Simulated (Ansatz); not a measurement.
Program: Ansatz 0.2.0.

Basis-set series for Cl₂H₂NSTa, SMILES `[NH2][Ta](=[S])([Cl])[Cl]`. Charge 0, multiplicity 1. Ta takes the def2 core potential. The structure was optimised at the PBE0-D4/def2-TZVP level. It is one conformer, not always the lowest.

```xyz
7

N     0.6183   -1.0778   -0.0257
Ta   -0.3628    0.5979    0.0117
S    -2.4116    0.0408   -0.3035
Cl   -0.0843    1.6003    2.0550
Cl    0.3906    1.9617   -1.6703
H     0.2276   -1.9976   -0.1646
H     1.6223   -1.1254    0.0975
```

```
functional       basis  functions  energy (Eh)  HOMO (eV)  LUMO (eV)
   PBE0-D4  def2-TZVPP        241  -1431.38232      -7.88      -2.33
   PBE0-D4  def2-QZVPP        408  -1431.42511      -7.90      -2.37
   ωB97M-V  def2-TZVPP        241  -1431.71356      -9.94      -0.26
   ωB97M-V  def2-QZVPP        408  -1431.75423      -9.97      -0.33
```

Q: Give the rows for def2-SVP. (Best estimate.)

A: The calculation gave: 
| functional | basis | functions | energy (Eh) | HOMO (eV) | LUMO (eV) |
| --- | --- | --- | --- | --- | --- |
| PBE0-D4 | def2-SVP | 110 | -1430.84583 | -7.92 | -2.31 |
| ωB97M-V | def2-SVP | 110 | -1431.17905 | -9.95 | -0.20 |
